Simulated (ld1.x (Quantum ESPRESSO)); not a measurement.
Before and after: ultrasoft potential for Pb (Z = 82)

```
Element                 : lead (Pb)
Generator               : ld1.x (Quantum ESPRESSO) 7.5
Type                    : ultrasoft
Functional              : LDA (PZ)
Relativity              : scalar-relativistic
Frozen core             : [Xe] 4f14
Valence charge          : 14
Reference configuration : 5d10 6s1 6p3
Partial waves           : 6s (bound): rcut 1.40, rcutus 1.85 bohr; 6s channel at -0.1 Ry: rcut 1.40, rcutus 1.85 bohr; 6p (bound): rcut 2.20, rcutus 2.80 bohr; 6p channel at 0.15 Ry: rcut 2.20, rcutus 2.80 bohr; 5d (bound): rcut 1.05, rcutus 1.30 bohr; 5d channel at -0.9 Ry: rcut 1.05, rcutus 1.30 bohr; 5f channel at 0.25 Ry: rcut 2.65, rcutus 3.15 bohr; 5f channel at 2.75 Ry: rcut 2.65, rcutus 3.15 bohr
Local potential         : all-electron potential smoothed inside 2.60 bohr (lloc = -1)
Core correction         : Bessel-smoothed model core inside 0.85 bohr
Augmentation charge     : built from norm-conserving waves at rcut, not smoothed further
```

Change: local potential all-electron potential smoothed inside 1.92 bohr (lloc = -1).

Cutoffs: the cutoffs (Ry, on a coarse ladder) from which the occupation-weighted sum of valence levels, in a spherical-Bessel basis at the reference potential, stays within 10 and 1 mRy of its value at 400 Ry; they do not see the model core or the augmentation charge, which bear on the density cutoff. Errors are all-electron minus pseudo energies relative to the spin-unpolarised reference configuration.

Q: What does the change do?

A: Both files keep a bound ghost (s); the number of tests that count goes from 8 to 9; the errors of the 8 common tests hardly move; the range in which the p phases agree narrows (upper end at the end of the scan → 2.3).

```tsv
quantity	base	changed
cutoffs, loose and tight	70 Ry, 120 Ry	not determined
bound ghosts	s	s (f not tested, overlap not positive)
tests counted (converged, no solver errors)	8 of 9	9 of 9
error for 5d10 6s2 6p2, meV [ΔE -8.82 eV]	-20	-19
error for 5d10 6s2 6p1, meV [ΔE -1.99 eV]	-34	-32
error for 5d10 6s2 6p0, meV [ΔE 11.77 eV]	-64	-61
error for 5d10 6s2 6p1.5, meV [ΔE -6.21 eV]	-25	-24
error for 5d10 6s1 6p2, meV [ΔE 7.61 eV]	-4.2	-4.1
error for 5d10 6s1 6p0, meV [ΔE 44.65 eV]	-41	-41
error for 5d10 6s1 6p3 (spin-polarised), meV [ΔE -1.86 eV]	+15	+15
error for 5d10 6s2 6p2 (spin-polarised), meV [ΔE -9.27 eV]	-18	-17
s: phases at 3.40 bohr within 0.05 rad from the reference energy up to (Ry; the scan ends near 5)	to the end of the scan	to the end of the scan
p: phases at 3.40 bohr within 0.05 rad from the reference energy up to (Ry; the scan ends near 5)	to the end of the scan	2.3
d: phases at 3.40 bohr within 0.05 rad from the reference energy up to (Ry; the scan ends near 5)	4.2	to the end of the scan
f: phases at 3.40 bohr within 0.05 rad from the reference energy up to (Ry; the scan ends near 5)	0.8	0.4
lowest overlap eigenvalue by channel	s 0.75, p 0.50, d 0.89, f 0.30	s 0.68, p 0.42, d 0.89, f -42.09
```

Base: Tests not counted: 5d9 6s2 6p2 (solver errors, printed error -1277 eV). Changed file: the overlap operator is not positive definite in a basis up to 400 Ry (lowest eigenvalue f -42.09), so the file is unfit for use: the generalised eigenproblem breaks down once the basis is large enough, and its test numbers describe a broken file. A true bound ghost makes a file unfit for plane-wave use even where its test errors are small: the radial tests pick states by their node count and pass the ghost by. Where a test does run into it, the solver fails or the error is huge.
